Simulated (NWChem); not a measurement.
**Electron attachment to AsO**

```
As
O 1 1.6206
```
Charge 0, spin multiplicity 2.

Everything below was run with NWChem. Structure: optimised with UPBE0/def2-SVP, a minimum by its harmonic frequencies.

Basis set: def2-TZVPD. The species with one electron more has spin multiplicity 3 and keeps the geometry of the parent. Δ marks differences of total energies (open shells unrestricted). −ε marks an orbital energy of the parent. That orbital need not have the symmetry of the hole or added electron in the Δ rows. The basis adds only a small set of diffuse functions.

The Hamiltonian is non-relativistic. B3LYP has NWChem's definition, with VWN1-RPA local correlation. The structure started from a generated list of species. The unpaired electrons of the parent sit in orbitals of symmetry b2 (C2v labels of the run); other states weren't searched. The stability of the SCF solutions was not checked.

Question: For the vertical electron affinity, −ε(alpha LUMO) of B3LYP gives 3.83 eV and −ε(alpha LUMO) of BP86 gives 4.60 eV. What do −ε(alpha LUMO) of PBE, −ε(alpha LUMO) of M06-2X, ΔB3LYP give?

Answer: −ε(alpha LUMO) of PBE: 4.48 eV; −ε(alpha LUMO) of M06-2X: 2.53 eV; ΔB3LYP: 1.24 eV.
